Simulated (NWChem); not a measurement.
# C$_{2}$H$_{4}$BF$_{2}$N; SMILES NB(F)/C=C\F

```xyz
10

N     -1.4063     0.7260     0.0000
B     -0.0211     0.9352     0.0000
F      0.4390     2.2055     0.0000
C      1.0305    -0.2203     0.0000
C      0.7674    -1.5249     0.0000
F     -0.4987    -2.0132     0.0000
H     -2.0689     1.4886     0.0000
H     -1.8088    -0.1986     0.0000
H      2.0896     0.0315     0.0000
H      1.4878    -2.3385     0.0000
```
Atoms are numbered in this order, from 1.

All runs: NWChem. Medium grid unless said otherwise, to which SCAN and Minnesota functionals are sensitive. The geometry was optimised at B3LYP/6-31G* (spherical d). Hybrids' shares of exact exchange are those that their runs print; pure functionals count as 0. The functionals differ in more than this share.

```csv
row,share of exact exchange,highest occupied level (eV)
PBE/def2-SVP,0.00,-6.15
BLYP/def2-SVP,0.00,-5.96
B3LYP/def2-SVP,0.20,-7.23
PBE0/def2-SVP,0.25,-7.52
PW6B95/def2-SVP,0.28,-7.62
M06-2X/def2-SVP,0.54,withheld
```

Q: Fit a straight line of the last column on the one before it, predict the withheld value, and compare with the run.

A: 
1. Means of the 5 shown rows: x = 0.146, y = -6.896. Slope Σ(x − x̄)(y − ȳ)/Σ(x − x̄)² = -0.4255/0.07432 = -5.726; intercept -6.060.
2. The shown rows scatter about the line by 0.065 (root mean square); the largest residual is +0.10, at BLYP/def2-SVP.
3. At x = 0.54 (M06-2X/def2-SVP; beyond the shown range) the line gives -9.15.
4. The run gives -8.82, +0.33 from the line, 5.0 times the scatter.
